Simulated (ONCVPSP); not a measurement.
## Plane-wave convergence, ONCV potential for Zr (Z = 40)

ONCVPSP 4.0.1 input, shortened (lines: element, Z, core and valence counts, functional; n l f; lmax; l rc ep ncon nbas qcut; lloc lpopt rc5 dvloc0; l nproj debl; icmod fcfact rcfact), PBEsol, fully relativistic:

```
  Zr 40.00    7    3  -116133      upf
    1    0    2.00
    2    0    2.00
    2    1    6.00
    3    0    2.00
    3    1    6.00
    3    2   10.00
    4    0    2.00
    4    1    6.00
    4    2    2.00
    5    0    1.00
    2
    0    3.05    0.00    4    9    1.60
    1    2.05    0.00    4    7    7.10
    2    2.50    0.00    3    7    6.50
    4    5    1.65    0.00
    0    2    3.10
    1    2    2.60
    2    1    1.00
    3    3.25    1.65
```

Open shells are filled in proportion to 2j + 1.

Q: For each optimised wave give the share of its norm inside rc, the residual kinetic energy above qcut (Ha) and the cutoffs (Ha) for errors of 10, 1, 0.1 and 0.01 mHa per electron.

A:

```
               wave  norm inside rc  residual KE  10 mHa  1 mHa  0.1 mHa  0.01 mHa
                 5s           0.408      1.0e-02     1.3    8.7     23.8      27.5
      s projector 2           0.179      7.7e-01    10.8   29.8     34.4      43.1
           4p j=3/2           0.902      6.1e-08     7.4    9.5     11.7      18.2
p projector 2 j=3/2           0.129      1.2e-06     7.2    9.7     18.3      22.1
           4p j=1/2           0.913      5.0e-08     8.0   10.3     12.2      14.6
p projector 2 j=1/2           0.136      1.2e-06     7.6   10.1     17.7      21.9
           4d j=5/2           0.706      2.5e-08     9.4   12.5     15.1      17.0
           4d j=3/2           0.714      2.7e-08     9.5   12.6     15.2      17.1
```

The occupied waves need 13 Ha and 24 Ha for 1 and 0.1 mHa. Note: ghosts flagged at negative energy: s at -2.25 eV; GHOST(+) flags only above 600 eV. A true bound ghost makes a file unfit for plane-wave use. 2 of 4 tests not solved or not reliable.
